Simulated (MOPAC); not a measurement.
MOPAC input (PM3):

```
PM3 PRECISE GNORM=0.05 LET XYZ UHF MS=0.5 GEO-OK AUX(PRECISION=9) THREADS=1
OP

P    -0.00000000 1   -0.00000000 1   -0.51471894 1
O     0.00000000 1    0.00000000 1    0.96509801 1
```

Output:

```
 *******************************************************************************
 **                                                                           **
 **                              MOPAC v23.2.5                                **
 **                                                                           **
 *******************************************************************************
 ** MOPAC's Digital Object Identifier: https://doi.org/10.5281/zenodo.6511958 **
 **                                                                           **
 ** Please cite the open-source release paper for use of this MOPAC version:  **
 ** J. E. Moussa and J. J. P. Stewart (2026)                                  **
 ** MOPAC: An open-source semiempirical molecular orbital program             **
 ** J. Open Source Softw., 11(119), 8025, https://doi.org/10.21105/joss.08025 **
 *******************************************************************************

                              PM3 CALCULATION RESULTS

 *******************************************************************************
 *  PM3        - The PM3 Hamiltonian to be used
 *  GEO-OK     - OVERRIDE INTERATOMIC DISTANCE AND OTHER SAFETY CHECKS
 *  UHF        - UNRESTRICTED HARTREE-FOCK CALCULATION
 *  MS=        - IN MECI, MAGNETIC COMPONENT OF SPIN =  0.5
 *  LET        - OVERRIDE SOME SAFETY CHECKS
 *  PRECISE    - TIGHTER CRITERIA TO BE USED
 *  XYZ        - CARTESIAN COORDINATE SYSTEM TO BE USED
 *  GNORM      - EXIT WHEN GRADIENT NORM DROPS BELOW 0.050
 *  AUX        - OUTPUT AUXILIARY INFORMATION
 *******************************************************************************
PM3 PRECISE GNORM=0.05 LET XYZ UHF MS=0.5 GEO-OK AUX(PRECISION=9) THREADS=1
 OP

   ATOM   CHEMICAL          X               Y               Z
  NUMBER   SYMBOL      (ANGSTROMS)     (ANGSTROMS)     (ANGSTROMS)

     1       P         -0.00000000  *  -0.00000000  *  -0.51471894  *
     2       O          0.00000000  *   0.00000000  *   0.96509801  *

          CARTESIAN COORDINATES

    NO.       ATOM           X           Y           Z

     1         P         -0.0000     -0.0000     -0.5147
     2         O          0.0000      0.0000      0.9651

  O: (PM3): J. J. P. STEWART, J. COMP. CHEM. 10, 209 (1989).
  P: (PM3): J. J. P. STEWART, J. COMP. CHEM. 10, 209 (1989).

           Empirical Formula: O P  =     2 atoms

      MOLECULAR POINT GROUP   :   C*v

          UHF CALCULATION, NO. OF ALPHA ELECTRONS =    6
                           NO. OF BETA  ELECTRONS =    5

          Geometry optimization using EF

          DIAGONAL MATRIX USED AS START HESSIAN

 CYCLE:     1  GRAD.:    29.637 HEAT: -19.73558
 CYCLE:     2  GRAD.:   441.008 HEAT:  4.737810
 CYCLE:     3  GRAD.:    12.103 HEAT: -19.93099
 CYCLE:     4  GRAD.:     4.807 HEAT: -19.96240
 CYCLE:     5  GRAD.:     0.070 HEAT: -19.96823
 CYCLE:     6  GRAD.:     0.008 HEAT: -19.96823

     GRADIENT =  0.00792 IS LESS THAN CUTOFF =  0.05000

 -------------------------------------------------------------------------------
 PM3 PRECISE GNORM=0.05 LET XYZ UHF MS=0.5 GEO-OK AUX(PRECISION=9) THREADS=1
 OP

     GEOMETRY OPTIMISED USING EIGENVECTOR FOLLOWING (EF).
     SCF FIELD WAS ACHIEVED

                              PM3 CALCULATION
                                                       MOPAC v23.2.5 Linux

          FINAL HEAT OF FORMATION =        -19.96823 KCAL/MOL =     -83.54707 KJ/MOL

          COSMO AREA              =         65.05 SQUARE ANGSTROMS
          COSMO VOLUME            =         47.70 CUBIC ANGSTROMS

          GRADIENT NORM           =          0.00792          =       0.00560 PER ATOM
          IONIZATION POTENTIAL    =          7.487396 EV
          ALPHA SOMO LUMO (EV)    =         -7.487 -1.073
          BETA  SOMO LUMO (EV)    =        -11.478 -0.867
          NO. OF ALPHA ELECTRONS  =          6
          NO. OF BETA  ELECTRONS  =          5
          MOLECULAR WEIGHT        =         46.9732         POINT GROUP:  C*v

          MOLECULAR DIMENSIONS (Angstroms)

            Atom       Atom       Distance
            O     2    P     1     1.45797
            O     2    P     1     0.00000
            P     1    O     2     0.00000

          SCF CALCULATIONS        =          7

   ATOM   CHEMICAL          X               Y               Z
  NUMBER   SYMBOL      (ANGSTROMS)     (ANGSTROMS)     (ANGSTROMS)

     1       P          0.00000000  *   0.00000000  *  -0.50379491  *
     2       O          0.00000000  *   0.00000000  *   0.95417398  *

                             CARTESIAN COORDINATES

   1    P        0.000000000     0.000000000    -0.503794905
   2    O        0.000000000     0.000000000     0.954173975

           Empirical Formula: O P  =     2 atoms

      MOLECULAR POINT GROUP   :   C*v

          ALPHA EIGENVALUES
 -35.44478 -20.53083 -14.40066 -13.38615 -11.88332  -7.48740  -1.07317   2.31929

           BETA EIGENVALUES
 -35.28636 -19.76277 -13.22792 -12.84789 -11.47786  -0.86709  -0.46849   2.69331

              NET ATOMIC CHARGES AND DIPOLE CONTRIBUTIONS

  ATOM NO.   TYPE          CHARGE      No. of ELECS.   s-Pop       p-Pop
    1          P           0.483648        4.5164     1.89065     2.62570
    2          O          -0.483648        6.4836     1.85739     4.62626
 DIPOLE           X         Y         Z       TOTAL
 POINT-CHG.     0.000    -0.000    -3.387     3.387
 HYBRID        -0.000     0.000     1.392     1.392
 SUM           -0.000     0.000    -1.995     1.995

          ATOMIC ORBITAL ELECTRON POPULATIONS

     Atom    s        px        py        pz
    1  P   1.89065   1.27590   0.56069   0.78912
    2  O   1.85739   1.72410   1.43931   1.46285

                    (SZ)    =    0.500000
                    (S**2)  =    0.750488

          ATOMIC ORBITAL SPIN POPULATIONS

    Atom   Total    s     px     py     pz
         Atomic
    1  P  0.7213  0.009  0.724  0.003 -0.015
    2  O  0.2787  0.001  0.276 -0.003  0.005

 **********************
 *                    *
 * JOB ENDED NORMALLY *
 *                    *
 **********************

 == MOPAC DONE ==
```
